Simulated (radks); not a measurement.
Spin polarisation of the 3d9 shell in the copper ion Cu2+. Start: [Ar] 3d(up 4.5, down 4.5); electrons of 3d are moved from spin down to spin up, other shells keep equal spins. Calculated with a radial shooting solver on a logarithmic mesh with Libxc functionals: non-relativistic Kohn-Sham, PBE, spin-polarised, spherical densities, point nucleus.

\begin{tabular}{lrrrrr}
moment (Bohr magnetons) & E - E(0) (eV) & e(3d up) (eV) & e(3d down) (eV) & 3p down minus up (eV) & 3s down minus up (eV) \\ \hline
0 & 0.000 & -29.838 & -29.838 & 0.000 & 0.000 \\
0.25 & -0.016 & -29.968 & -29.705 & 0.284 & 0.288 \\
0.5 & -0.066 & -30.095 & -29.568 & 0.568 & 0.576 \\
0.75 & -0.148 & -30.218 & -29.428 & 0.852 & 0.864 \\
1 & -0.263 & -30.338 & -29.285 & 1.136 & 1.152 \\
\end{tabular}

At moment 1 the spin-polarisation energy is -0.263 eV and the 3d exchange splitting 1.053 eV, that is 1.053 eV per Bohr magneton; E = -I m^2/4 would give I = 1.053 eV.
